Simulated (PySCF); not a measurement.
## How methods differ on the ionisation energy of Pb⁺

Pb⁺ [Xe] 4f14 5d10 6s2 6p1 (2P) → Pb²⁺ [Xe] 4f14 5d10 6s2 (1S), as a difference of total energies. Calculation: PySCF 2.14, in aug-cc-pwCVDZ-PP with ECP60MDF; a scalar-relativistic core potential. Correlated levels: valence: 5s2 5p6 5d10 frozen; valence and next inner shell: nothing frozen outside the core potential. The calculations carry no spin-orbit coupling.

```json
{"method": "UHF", "ionisation energy (eV)": "13.179"}
{"method": "LDA", "ionisation energy (eV)": "13.889"}
{"method": "PBE", "ionisation energy (eV)": "13.688"}
{"method": "PBE0", "ionisation energy (eV)": "13.713"}
{"method": "r2SCAN", "ionisation energy (eV)": "13.780"}
{"method": "LC-wPBE", "ionisation energy (eV)": "13.816"}
{"method": "M06-2X", "ionisation energy (eV)": "13.673"}
{"method": "PW91", "ionisation energy (eV)": "13.762"}
{"method": "TPSSh", "ionisation energy (eV)": "13.612"}
{"method": "MP2 (valence)", "ionisation energy (eV)": "13.324"}
{"method": "SCS-MP2 (valence)", "ionisation energy (eV)": "13.305"}
{"method": "MP2 (valence and next inner shell)", "ionisation energy (eV)": "13.449"}
{"method": "SCS-MP2 (valence and next inner shell)", "ionisation energy (eV)": "13.362"}
```

Problem. How much does correlation contribute at MP2 (valence and next inner shell)?

Solution. 13.449 − (13.179) = 0.270 eV, measured against UHF.

Errors of the correlated levels include the incompleteness of this basis and the frozen core.

For comparison: 13.869 eV (measured; NIST levels, between the centres of gravity of the two terms).
